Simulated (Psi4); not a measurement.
CH3Zn (SMILES [CH3][Zn+]), charge +1, singlet, at a GFN2-xTB geometry (such geometries of metal compounds can be far from the true shape); Psi4 with R2SCAN/6-31G*.

Here is a job for Psi4.
```
memory 2 GB

molecule {
1 1
  Zn   -0.34914678   -0.20143649   -0.26629558
  C     1.09381840    0.63106679    0.83425947
  H     1.59595133   -0.20267503    1.33375943
  H     0.57940379    1.30261333    1.52792074
  H     1.73613783    1.15675559    0.12163043
}

set basis 6-31g*
set scf_type pk
set puream true
set d_convergence 1e-8
set dft_radial_points 99
set dft_spherical_points 590

energy('r2scan')
print_variables()
```

The log (banner, timings and long lists left out):

```
   => Loading Basis Set <=

    Name: 6-31G*
    Role: ORBITAL
    Keyword: BASIS

         ---------------------------------------------------------
                                   SCF
               by Justin Turney, Rob Parrish, Andy Simmonett
                          and Daniel G. A. Smith
                              RKS Reference
         ---------------------------------------------------------

  ==> Geometry <==

    Molecular point group: c1
    Full point group: C1

    Geometry (in Angstrom), charge = 1, multiplicity = 1:

       Center              X                  Y                   Z               Mass
    ------------   -----------------  -----------------  -----------------  -----------------
         ZN          -0.282616588031    -0.163052608454    -0.215552750241    63.929142010000
         C            1.160348591969     0.669450671546     0.885002299759    12.000000000000
         H            1.662481521969    -0.164291148454     1.384502259759     1.007825032230
         H            0.645933981969     1.340997211546     1.578663569759     1.007825032230
         H            1.802668021969     1.195139471546     0.172373259759     1.007825032230

  Running in c1 symmetry.

  Rotational constants: A =      5.01257  B =      0.31651  C =      0.31651 [cm^-1]
  Rotational constants: A = 150273.00943  B =   9488.58701  C =   9488.58701 [MHz]
  Nuclear repulsion =   76.192341304628982

  Charge       = 1
  Multiplicity = 1
  Electrons    = 38
  Nalpha       = 19
  Nbeta        = 19

  ==> Algorithm <==

  SCF Algorithm Type is PK.
  DIIS enabled.
  MOM disabled.
  Fractional occupation disabled.
  Guess Type is SAD.
  Energy threshold   = 1.00e-06
  Density threshold  = 1.00e-08
  Integral threshold = 1.00e-12

  ==> Primary Basis <==

  Basis Set: 6-31G*
    Blend: 6-31G*
    Number of shells: 24
    Number of basis functions: 54
    Number of Cartesian functions: 60
    Spherical Harmonics?: true
    Max angular momentum: 3

  ==> DFT Potential <==

   => LibXC <=

    Version 7.1.2
    S. Lehtola, C. Steigemann, M. J. T. Oliveira, and M. A. L. Marques,  SoftwareX 7, 1–5 (2018) (10.1016/j.softx.2017.11.002)

   => Composite Functional: R2SCAN <=

    r2SCAN Meta-GGA XC Functional  (0.1021/acs.jpclett.0c02405)
    J. W. Furness, A. D. Kaplan, J. Ning, J. P. Perdew, J. Sun  J. Phys. Chem. Lett.  11, 8208–8215, 2020

    Deriv               =              1
    GGA                 =           TRUE
    Meta                =           TRUE

    Exchange Hybrid     =          FALSE
    MP2 Hybrid          =          FALSE

   => Exchange Functionals <=

    1.0000   XC_MGGA_X_R2SCAN

   => Correlation Functionals <=

    1.0000   XC_MGGA_C_R2SCAN

   => LibXC Density Thresholds  <==

    XC_MGGA_C_R2SCAN:  1.00E-15
    XC_MGGA_X_R2SCAN:  1.00E-11

   => Molecular Quadrature <=

    Radial Scheme          =       TREUTLER
    Pruning Scheme         =           NONE
    Nuclear Scheme         =       TREUTLER

    Blocking Scheme        =         OCTREE
    BS radius alpha        =              1
    Pruning alpha          =              1
    Radial Points          =             99
    Spherical Points       =            590
    Total Points           =         279052
    Total Blocks           =           2081
    Max Points             =            256
    Max Functions          =             54
    Weights Tolerance      =       1.00E-15

  ==> Integral Setup <==

  Using in-core PK algorithm.
   Calculation information:
      Number of atoms:                   5
      Number of AO shells:              24
      Number of primitives:             70
      Number of atomic orbitals:        60
      Number of basis functions:        54

      Integral cutoff                 1.00e-12
      Number of threads:                 1

  Performing in-core PK
  Using 2206710 doubles for integral storage.
  We computed 44163 shell quartets total.
  Whereas there are 45150 unique shell quartets.

  ==> DiskJK: Disk-Based J/K Matrices <==

    J tasked:                  Yes
    K tasked:                   No
    wK tasked:                  No
    Schwarz Cutoff:          1E-12

  Minimum eigenvalue in the overlap matrix is 1.7347369121E-02.
  Reciprocal condition number of the overlap matrix is 3.6495961146E-03.
    Using symmetric orthogonalization.

  ==> Pre-Iterations <==

  SCF Guess: Superposition of Atomic Densities via on-the-fly atomic UHF (no occupation information).

   -------------------------
    Irrep   Nso     Nmo
   -------------------------
     A         54      54
   -------------------------
    Total      54      54
   -------------------------

  ==> Iterations <==

                        Total Energy        Delta E     RMS |[F,P]|

   @RKS iter SAD: -1815.69159517411731   -1.81569e+03   0.00000e+00
   @RKS iter   1: -1816.66337231618354   -9.71777e-01   5.30664e-02 ADIIS/DIIS
   @RKS iter   2: -1777.75693184456213    3.89064e+01   1.02377e-01 ADIIS
   @RKS iter   3: -1817.21790240414566   -3.94610e+01   4.96039e-02 ADIIS/DIIS
   @RKS iter   4: -1818.59066965118541   -1.37277e+00   3.51897e-03 ADIIS/DIIS
   @RKS iter   5: -1818.55705012720296    3.36195e-02   4.71436e-03 ADIIS/DIIS
   @RKS iter   6: -1818.60543042345239   -4.83803e-02   2.08474e-04 ADIIS/DIIS
   @RKS iter   7: -1818.60550768325288   -7.72598e-05   1.11460e-04 ADIIS/DIIS
   @RKS iter   8: -1818.60551856237976   -1.08791e-05   2.11505e-05 DIIS
   @RKS iter   9: -1818.60551897623350   -4.13854e-07   4.01125e-06 DIIS
   @RKS iter  10: -1818.60551899813981   -2.19063e-08   8.40858e-07 DIIS
   @RKS iter  11: -1818.60551899869279   -5.52973e-10   1.03162e-07 DIIS
   @RKS iter  12: -1818.60551899870006   -7.27596e-12   2.20752e-08 DIIS
   @RKS iter  13: -1818.60551899870234   -2.27374e-12   1.64217e-09 DIIS
  Energy and wave function converged.

  ==> Post-Iterations <==

   Electrons on quadrature grid:
      Ntotal   =   37.9999999970 ; deviation = -2.985e-09

    Orbital Energies [Eh]
    ---------------------

    Doubly Occupied:

[...]
      19A     -0.500809

    Virtual:

[...]
    Final Occupation by Irrep:
              A
    DOCC [    19 ]
    NA   [    19 ]
    NB   [    19 ]

  @RKS Final Energy: -1818.60551899870234

   => Energetics <=

    Nuclear Repulsion Energy =             76.1923413046289824
    One-Electron Energy =               -2676.8158871499131237
    Two-Electron Energy =                 859.4284855159891094
    DFT Exchange-Correlation Energy =     -77.4104586694070065
    Empirical Dispersion Energy =           0.0000000000000000
    VV10 Nonlocal Energy =                  0.0000000000000000
    Total Energy =                      -1818.6055189987023368

Computation Completed

Properties will be evaluated at   0.000000,   0.000000,   0.000000 [a0]

Properties computed using the SCF density matrix

 Multipole Moments:

 ------------------------------------------------------------------------------------
     Multipole            Electronic (a.u.)      Nuclear  (a.u.)        Total (a.u.)
 ------------------------------------------------------------------------------------

 L = 1.  Multiply by 2.5417464519 to convert [e a0] to [Debye]
 Dipole X            :         -5.2164206            4.9032297           -0.3131909
 Dipole Y            :         -3.0095569            2.8288658           -0.1806911
 Dipole Z            :         -3.9785841            3.7397120           -0.2388721
 Magnitude           :                                                    0.4333563

 ------------------------------------------------------------------------------------

  Variable Map:
  ----------------------------------------------------------------------------
[...]
  Array Variable Map:
  ----------------------------------------------------------------------------
[...]
[...]
```
